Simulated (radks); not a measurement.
Values are calculated unless marked as measured or tabulated.
Task: Coulomb parameter of the 3d shell of the copper ion Cu3+ in the model configuration [Ar] 3d7 4s1, as a second difference U = [E(n + 1) + E(n - 1) - 2 E(n)] / (1)^2 with all orbitals relaxed. "Bare": the charge of the atom changes with n. "Screened": the 4s shell takes up the change at fixed total charge, which measures U(3d,3d) + U(4s,4s) - 2 U(3d,4s). Level of theory: Dirac Kohn-Sham, PBE, spin-unpolarised, spherical densities, point nucleus; open shells are shared between the two j in proportion to 2j + 1 (a radial shooting solver on a logarithmic mesh with Libxc functionals). Estimate both.

Result: U(bare) = 21.908 eV, U(screened by 4s) = 5.788 eV.
